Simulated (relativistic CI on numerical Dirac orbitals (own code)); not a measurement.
# Sensitivity of the levels of S⁶⁺ to α

Computed by Dirac-Coulomb-Breit CI, KLI orbitals optimised for each configuration, derivatives by finite differences, unscaled Slater integrals, QED left out (own radial code, finite nucleus).

CI space (outside the closed core 1s2): 2s²2p⁶, 2s²2p⁵3s, 2s²2p⁵3p, 2s²2p⁵3d, 2s2p⁶3s, 2s2p⁶3p, 2s²2p⁴3s², 2s2p⁶3d. Levels of other configurations are missing.

With x = (α/α₀)² − 1 an excitation energy changes as ω = ω₀ + qx; K = 2q/ω₀ is the relative enhancement. Terms are leading LS components, so labels can repeat.

Lowest level 2s²2p⁶ ¹S0.

```csv
Level,ω₀ (cm⁻¹),q (cm⁻¹),K
2s²2p⁵3s ³P°2,1362722,-5303,-0.00778
2s²2p⁵3s ³P°1,1367325,-2573,-0.00376
2s²2p⁵3s ³P°0,1372653,4686,0.00683
2s²2p⁵3s ¹P°1,1380187,1976,0.00286
2s²2p⁵3p ³S1,1457653,-1437,-0.00197
2s²2p⁵3p ³D3,1474242,-2919,-0.00396
2s²2p⁵3p ³D2,1475607,-3279,-0.00444
2s²2p⁵3p ³D1,1479230,-436.6,-0.00059
2s²2p⁵3p ³P2,1483915,-2685,-0.00362
2s²2p⁵3p ¹P1,1487327,2320,0.00312
2s²2p⁵3p ³P0,1490008,2279,0.00306
2s²2p⁵3p ¹D2,1490379,5654,0.00759
2s²2p⁵3p ³P1,1491669,4831,0.00648
2s²2p⁵3p ¹S0,1564522,748.3,0.000957
2s²2p⁵3d ³P°0,1614106,-2815,-0.00349
2s²2p⁵3d ³P°1,1615307,-1955,-0.00242
2s²2p⁵3d ³P°2,1617835,-217,-0.000268
2s²2p⁵3d ³F°4,1621259,-2880,-0.00355
2s²2p⁵3d ³F°3,1623417,-2040,-0.00251
2s²2p⁵3d ³F°2,1626711,50.36,6.19e-05
2s²2p⁵3d ¹F°3,1629979,-2154,-0.00264
2s²2p⁵3d ¹D°2,1636410,4196,0.00513
2s²2p⁵3d ³D°1,1636501,1184,0.00145
```

At this charge configurations can still be misplaced by up to about 7 % of their energy.
